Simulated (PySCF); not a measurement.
# Polarisability and C₆ of Mn (manganese, neutral)

[Ar] 3d5 4s2, high-spin 6S determinant. Computed with PySCF 2.14 in aug-cc-pwCVTZ-DK with one added diffuse shell each of s, p, d, f, g type (11s10p8d5f4g, 152 functions), with scalar relativity by spin-free X2C-1e. Coupled (time-dependent) response in atomic units; α is the mean over directions.

```
method  mean α (bohr³)  C₆ (like pair)  S(−4)
   PBE           73.07           691.3   3312
```

S(−4) is the Cauchy moment in α(ω) = α(0) + S(−4) ω² + …

Reference α: 68 ± 9 bohr³ (recommended; Schwerdtfeger and Nagle, table of static dipole polarizabilities (2023 update)). Published C₆: 552.0 (Chu and Dalgarno (2004); Tang, Norbeck and Certain (1976)).

α(iu) at PBE:

```tsv
u (hartree)	α(iu) (bohr³)
0	73.07
0.0500	65.94
0.100	52.32
0.200	30.81
0.300	19.46
0.500	9.983
0.750	5.784
1.00	3.947
1.50	2.312
2.00	1.573
3.00	0.8904
5.00	0.4094
```
